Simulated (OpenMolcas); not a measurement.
An OpenMolcas run meant for Lu⁺ (ANO-R1, X2C; inactive shells 1s 2s 2p 3s 3p 3d 4s 4p 4d 4f 5s 5p; intended active space 2 electrons in 6 orbitals (5d 6s)). One step of its input:

```
&RASSCF
FileOrb=start.orb
Symmetry=2
Spin=3
nActEl=2 0 0
Inactive=15 19
Ras2=6 0
CIRoot=15 15 1
SDav=15
CIMx=300
Iter=54 100
PrWF=0.3
OrbListing=Nothing
MaxOrb=0
Atom
CIOnly
>>> COPY $Project.JobIph JOB001
```

Lines from the output:

```
...
      Number of secondary orbitals              16
      Spin quantum number                      1.0
      State symmetry                             2
Orbital specifications:
      -----------------------

      Symmetry species                           1   2
                                                ag  au
      Frozen orbitals                            0   0
      Inactive orbitals                         15  19
      Active orbitals                            6   0
      RAS1 orbitals                              0   0
      RAS2 orbitals                              6   0
      RAS3 orbitals                              0   0
      Secondary orbitals                         6  10
      Deleted orbitals                           0   0
      Number of basis functions                 27  29
      Number of CSFs                             0
      Number of root(s) required                15
 ************ ERROR ***********
  You can't ask for more roots
  than there are configurations
 ******************************
--- Stop Module: rasscf at  /rc=_RC_INPUT_ERROR_ ---
.####################.
.# User input error #.
.####################.
```

**Question.** What is wrong with the input?

**Answer.** The state symmetry names the wrong parity for these configurations.
